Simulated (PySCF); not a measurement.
**In³¹⁺: ionisation energy**

In³¹⁺ [Ar] → In³²⁺ [Ne] 3s2 3p5 [3p1/2^2 3p3/2^3, M_J = 3/2], as a difference of total energies. Calculation: PySCF 2.14, in an even-tempered Gaussian basis (19 s from 5.2 bohr⁻², ratio 2.4; 14 p from 6.8 bohr⁻², ratio 2.4; 5 d from 29 bohr⁻², ratio 2.6; 4 f from 43 bohr⁻², ratio 2.6); the two-component X2C-1e Hamiltonian. Correlated levels: 1s2 frozen; the 56 highest virtual spinors dropped. "Screened" scales the spin-orbit matrix elements by Boettger's factors to mimic the two-electron term; Breit and QED terms are absent.

Order these methods by the ionisation energy they give, lowest first.
A. GHF (spin-free)
B. GHF (screened spin-orbit)
C. GMP2 (screened spin-orbit)
D. GMP2 (spin-free)

B (1963.2 eV), C (1964.0 eV), A (1979.0 eV), D (1979.8 eV).

Breit and QED terms and the two-electron picture change are absent.

The spin-free rows lack the spin-orbit shift.

For comparison: 1961 ± 5 eV (semi-empirical (NIST evaluation); NIST Atomic Spectra Database, ionization energies).
